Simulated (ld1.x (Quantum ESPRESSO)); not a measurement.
Varying the TM semilocal potential for N

Base potential:

- Element: N
- Generator: ld1.x (Quantum ESPRESSO) 7.5
- Type: norm-conserving Troullier–Martins (semilocal form)
- Functional: LDA (PZ)
- Relativity: scalar-relativistic
- Frozen core: [He]
- Valence charge: 5
- Reference configuration: 2s2 2p3
- Partial waves: 2s (bound): rc 0.70 bohr; 2p (bound): rc 1.25 bohr; 3d channel at -0.05 Ry: rc 1.15 bohr
- Local potential: the d channel
- Core correction: none

All-electron outer shells of the reference configuration (LDA (PZ), scalar-relativistic, ld1.x):

```
shell  level (eV)  outermost node (bohr)  outermost maximum (bohr)
   1s     -381.53                      –                      0.15
   2s      -18.42                   0.32                      1.02
   2p       -7.24                      –                      0.97
```

Cutoffs, loose and tight: the cutoffs (Ry, on a coarse ladder) from which the occupation-weighted sum of valence levels, in a spherical-Bessel basis at the reference potential, stays within 10 and 1 mRy of its value at 400 Ry. They do not see the model core or the augmentation charge, which bear on the density cutoff. Test errors are all-electron minus pseudo excitation energies from the reference, over the configurations 2s2 2p2; 2s2 2p1; 2s2 2p0; 2s0 2p5; 2s1 2p3; 2s2 2p2.5; 2s2 2p3.3 (two spin-polarised tests are not counted in the largest error). A dash means not determined; rows that change the core or the reference have their own tests.

In the semilocal form every listed channel keeps its own potential, so the choice of the local channel does not act on these tests. It acts once the file is put into the separable form.

A semilocal file is local in each channel, so a ghost entry of none says nothing of the separable form that plane-wave codes build from it.

```csv
change,outcome,"cutoff, loose","cutoff, tight",bound ghosts,largest test error (meV)
base,generated,140 Ry,300 Ry,none,+443
wave 3d channel at -0.05 Ry: rc 1.15 bohr becomes 3d channel at -0.05 Ry: rc 1.26 bohr,generated,140 Ry,300 Ry,none,+444
"all radii scaled by about 1.03 (s 0.72, p 1.30, d 1.18 bohr)",generated,120 Ry,260 Ry,none,+461
reference 2s2 2p1,generated,140 Ry,300 Ry,none,+477
local potential the s channel,generated,140 Ry,300 Ry,none,+443
"form changed from semilocal to separable (Kleinman–Bylander), still TM; local potential the p channel",generated,140 Ry,300 Ry,none,+428
wave 2s (bound): rc 0.70 bohr becomes 2s (bound): rc 0.72 bohr,generated,120 Ry,260 Ry,none,+437
wave 3d channel at -0.05 Ry: rc 1.15 bohr becomes 3d channel at 6.02 Ry: rc 1.15 bohr,generated,140 Ry,300 Ry,none,+443
```

(1) What comes out with this change to the base: core correction a·sin(br)/r model core inside 0.32 bohr?

(2) What comes out with this change to the base: wave 2p (bound): rc 1.25 bohr becomes 2p (bound): rc 1.10 bohr?

## Answers

(1) outcome: generated; cutoff, loose: 140 Ry; cutoff, tight: 300 Ry; bound ghosts: none; largest test error (meV): +261.

(2) outcome: generated; cutoff, loose: 140 Ry; cutoff, tight: 300 Ry; bound ghosts: none; largest test error (meV): +356.
